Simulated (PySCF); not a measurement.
Vibration and rotation of HoP

ROHF constants of HoP, quintet, about 10.0 electrons in the 4f shell (Mulliken), real f orbitals that mix terms (basis Ho x2c-SVPall, P x2c-SVPall; spin-free X2C with a Gaussian nucleus; PySCF 2.14; masses 164.9303 and 30.9738 u):

- ωe: 444.2 cm⁻¹
- ωexe: 1.47 cm⁻¹
- Be: 0.11864 cm⁻¹
- αe: 0.000399 cm⁻¹
- D (centrifugal): 3.39e-08 cm⁻¹

Task: Give the vibrational terms G(v) and spacings up to v = 6.

Result: G(v) = ωe(v+½) − ωexe(v+½)².

```json
{"v": "0", "G(v) (cm⁻¹)": "221.7", "G(v) − G(v−1)": "", "Bv (cm⁻¹)": "0.1184"}
{"v": "1", "G(v) (cm⁻¹)": "663.0", "G(v) − G(v−1)": "441.3", "Bv (cm⁻¹)": "0.1180"}
{"v": "2", "G(v) (cm⁻¹)": "1101.3", "G(v) − G(v−1)": "438.3", "Bv (cm⁻¹)": "0.1176"}
{"v": "3", "G(v) (cm⁻¹)": "1536.7", "G(v) − G(v−1)": "435.4", "Bv (cm⁻¹)": "0.1172"}
{"v": "4", "G(v) (cm⁻¹)": "1969.1", "G(v) − G(v−1)": "432.4", "Bv (cm⁻¹)": "0.1168"}
{"v": "5", "G(v) (cm⁻¹)": "2398.6", "G(v) − G(v−1)": "429.5", "Bv (cm⁻¹)": "0.1164"}
{"v": "6", "G(v) (cm⁻¹)": "2825.2", "G(v) − G(v−1)": "426.6", "Bv (cm⁻¹)": "0.1160"}
```

These are scalar-relativistic numbers at best; spin–orbit coupling would shift them, the dissociation energy most. UHF is strongly spin-contaminated for HoP, so the ROHF reference used there is far from stable. Hartree–Fock leaves out correlation, which carries a large part of most bond energies and some tenths to 1 eV of ionisation energies. The state is the lowest single determinant that the PBE0 search found; with open d or f shells the true ground state can be another one.
